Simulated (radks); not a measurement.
Results of a calculation; reference values are marked as such.
Removal energies from the terbium ion Tb+, [Xe] 4f9 6s1, by Delta-SCF beside the eigenvalue of the level emptied. Level of theory: scalar-relativistic Kohn-Sham, BLYP, spin-polarised, spherical densities, finite nucleus; Fermi nuclear charge, rms radius of each element as measured or else 0.836 A^(1/3) + 0.57 fm (a radial shooting solver on a logarithmic mesh with Libxc functionals). Open shells are filled with parallel spins first.

| removed from | final configuration | Delta-SCF (eV) | -eigenvalue (eV) |
|---|---|---|---|
| 6s | [Xe] 4f9 | 11.853 | 9.077 |
| 4f | [Xe] 4f8 6s1 | 14.435 | 6.988 |
| 5p | [Kr] 4d10 4f9 5s2 5p5 6s1 | 35.659 | 30.032 |
| 5s | [Kr] 4d10 4f9 5s1 5p6 6s1 | 58.583 | 52.378 |
